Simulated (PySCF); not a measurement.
C2H3O2, SMILES [C](=O)OC, multiplicity 2. Atoms are numbered in the order given.

```xyz
7

C     -0.4434    -1.3273     0.0000
O      0.7290    -0.4726     0.0000
C      0.5121     0.8216     0.0000
O     -0.5102     1.4300     0.0000
H     -1.0478    -1.1343    -0.8982
H     -0.0678    -2.3565     0.0000
H     -1.0478    -1.1343     0.8982
```
Charge 0, spin multiplicity 2.

Geometry: B3LYP-D3(BJ)/def2-SVP. The isomer is the one that the SMILES or the coordinates give; other isomers of the formula were not compared. One conformer was computed; it need not be the lowest.

All values below come from PySCF with B3LYP/pcH-1.

Unrestricted Kohn–Sham, ⟨S²⟩ = 0.753. Hyperfine tensors hold the contact and dipolar terms, without spin-orbit corrections.

Task: Estimate the hyperfine couplings. (Estimate from the structure and the level; the computed values follow.)

Result: 
| nucleus | A(iso) (MHz) | A(iso) (G) | dipolar principal values (MHz) |
|---|---|---|---|
| 13C no. 1 | 23.9 | 8.5 | -7.4, -6.6, 14.0 |
| 17O no. 2 | -246.1 | -87.8 | -21.6, 9.2, 12.3 |
| 13C no. 3 | 636.9 | 227.3 | -51.1, -42.7, 93.7 |
| 17O no. 4 | -52.4 | -18.7 | -99.8, 45.9, 53.9 |
| 1H no. 5 | -4.8 | -1.7 | -4.7, -0.2, 4.9 |
| 1H no. 6 | -1.6 | -0.6 | -4.6, -1.1, 5.7 |
| 1H no. 7 | -4.8 | -1.7 | -4.7, -0.2, 4.9 |

Task: And the g tensor (effective nuclear charges for spin-orbit coupling, GIAO)? (Estimate from the structure and the level; the computed values follow.)

Result: principal values 1.9978, 2.0017, 2.0044; isotropic 2.0013.
